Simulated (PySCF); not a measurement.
## Basis and Hamiltonian dependence of the excitation energy of Cl

Cl [Ne] 3s2 3p5 (2P) → Cl [Ne] 3s1 3p6 (2S). All values are computed (PySCF 2.14, energy differences of UHF-based or UKS calculations, no spin-orbit coupling). Values in eV.

```
                                                               basis       Hamiltonian  functions     UHF     LDA    PBE0  MP2 (valence)  CCSD(T) (valence)  CCSD(T) (valence and next inner shell)
                                                     aug-cc-pV(D+d)Z  non-relativistic         32  15.357  11.753  12.834         12.893             10.819                                     n/a
                                                        x2c-TZVPPall     spin-free X2C         42  15.592  11.923  13.032         13.165             11.320                                  11.348
      x2c-TZVPPall with one added diffuse shell each of s, p, d type     spin-free X2C         51  15.578  11.930  13.034         13.125             10.655                                  10.689
                                                         def2-TZVPPD  non-relativistic         51  15.410  11.753  12.859         12.964             10.538                                  10.572
                                                     aug-cc-pV(T+d)Z  non-relativistic         55  15.414  11.766  12.867         12.971             10.583                                     n/a
                                                     aug-cc-pCVTZ-DK     spin-free X2C         75  15.582  11.935  13.035         13.140             10.712                                  10.760
                                                          dyall-av3z  non-relativistic         84  15.406  11.754  12.857         13.024             10.837                                     n/a
                                                      aug-cc-pVQZ-DK     spin-free X2C         84  15.581  11.936  13.038         13.126             10.797                                     n/a
                                                          dyall-av3z     spin-free X2C         84  15.576  11.930  13.030         13.186             10.937                                     n/a
   x2c-QZVPPall with one added diffuse shell each of s, p, d, f type     spin-free X2C         86  15.582  11.937  13.038         13.110             10.675                                  10.735
aug-cc-pCVTZ-DK with one added diffuse shell each of s, p, d, f type     spin-free X2C         91  15.583  11.935  13.036         13.141                n/a                                     n/a
                                                     aug-cc-pCVQZ-DK     spin-free X2C        134  15.582  11.933  13.035         13.102                n/a                                     n/a
                                                     aug-cc-pV(5+d)Z  non-relativistic        136  15.413  11.758  12.862         12.931                n/a                                     n/a
```

Q: Estimate the row for def2-QZVPPD (non-relativistic, 79 functions).

A: From the rows with the same Hamiltonian and similar size; the calculation gives UHF 15.41; LDA 11.76; PBE0 12.86; MP2 (valence) 12.95; CCSD(T) (valence) 10.56; CCSD(T) (valence and next inner shell) 10.62 (eV).

Frozen in the all-electron rows: valence: [Ne]; valence and next inner shell: 1s2.

Reference for a calculation without spin-orbit coupling: 10.586 eV (measured, between term centres; NIST).
